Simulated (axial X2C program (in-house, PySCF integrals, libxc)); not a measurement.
**CuSn at several levels of theory**

Calculated with an in-house relativistic program for diatomic molecules. Spin-free means the one-electron spin-free X2C Hamiltonian; two-component (2c) means X2C with spin–orbit coupling and atomic mean-field two-electron Coulomb and Gaunt terms, so the difference of the two also holds small scalar two-electron terms. Basis: Sn dyall-cv3z [11s12p9d4f1g], Cu dyall-cv3z [9s9p6d3f2g] (cores contracted in-house); Gaussian nuclei, density fitting, unrestricted open shells. Masses: Sn 119.902 u, Cu 62.930 u.

State, spin-free: M_S = 1/2, Λ = 1 (beyond evenly filled blocks: π+α); electrons by block: σα: 17, σβ: 17, π+α: 9, π+β: 8, π-α: 8, π-β: 8, δ+α: 3, δ+β: 3, δ-α: 3, δ-β: 3. Fragments: Sn + Cu.

State, 2c: Ω = 1/2 (⟨Sz⟩ = -0.49, ⟨Lz⟩ = 0.99 at PBE0); electrons by block: 1/2: 26, -1/2: 25, 3/2: 11, -3/2: 11, 5/2: 3, -5/2: 3. Fragments: Sn + Cu.

```
Hamiltonian    level  Re (Å)  ωe (cm⁻¹)  ωexe (cm⁻¹)  Be (cm⁻¹)  αe (cm⁻¹)  De (eV)  D0 (eV)  k (mdyn/Å)  μ (D)
  spin-free     PBE0   2.457      214.4        0.626    0.06768   0.000296     1.94     1.92        1.12   0.78
  spin-free      MP2   2.427      227.2          n/a    0.06936        n/a     1.79     1.78        1.25    n/a
  spin-free     CCSD   2.487      207.2          n/a    0.06605        n/a     1.80     1.79        1.04    n/a
  spin-free  CCSD(T)   2.457      217.1          n/a    0.06765        n/a      n/a      n/a        1.15    n/a
  spin-free    PBE50   2.480      205.9        0.563    0.06641   0.000284     1.61     1.60        1.03   1.57
         2c     PBE0   2.461      212.6         0.63    0.06746   0.000298      n/a      n/a         1.1   0.74
         2c  CCSD(T)   2.461      216.8          n/a    0.06744        n/a      n/a      n/a        1.14    n/a
         2c    PBE50   2.484      204.3        0.575    0.06623   0.000287      n/a      n/a        1.02   1.53
```

Correlated methods: 15 electrons correlated (number of frozen shells: Sn 4 s, 3 p, 2 d; Cu 3 s, 2 p), 309 virtual spin orbitals or spinors in MP2, 90 natural virtuals in coupled cluster.

Dipoles are positive if Cu is the positive end.

The state is one determinant whose occupation by symmetry is held fixed; it was picked as the lowest of a PBE0 search that is not exhaustive. Dissociation energies refer to the lowest single-determinant-based atoms at the same level and basis. De is not given where an atomic determinant may have missed its ground term or J level, or where the truncated virtual space spoils (T). Density functionals use the spin component along the axis (collinear). Coupled cluster ran in a truncated set of natural virtual spinors; the MP2 energy of the rest was added. (T) has no such correction and the atoms are truncated less, which lowers De at CCSD(T) by a hundredth of an eV or more. Without a current term, density functionals place determinants with orbital angular momentum somewhat too high. The determinant is spin-polarised beyond a pure state at some levels (its spin-free form has ⟨S²⟩ too high), which makes Re and μ there less reliable. With the outer-core shells frozen, correlated bond lengths of heavy atoms tend to come out a few hundredths of an ångström too long.

No reliable constants came from CCSD (2c), HF (2c), HF (spin-free), MP2 (2c): no minimum in range, unconverged points, a curve that is not smooth, a change of character along it, or the two Hamiltonians disagreeing along it.

Rough cost a point (2c) on 1 thread(s) of a shared host, integrals apart: PBE0 1.2 s, CCSD(T) 13 s, PBE50 1.3 s.

The whole task took 3.9 min on 1 thread of Arm Neoverse V1, on a shared host.
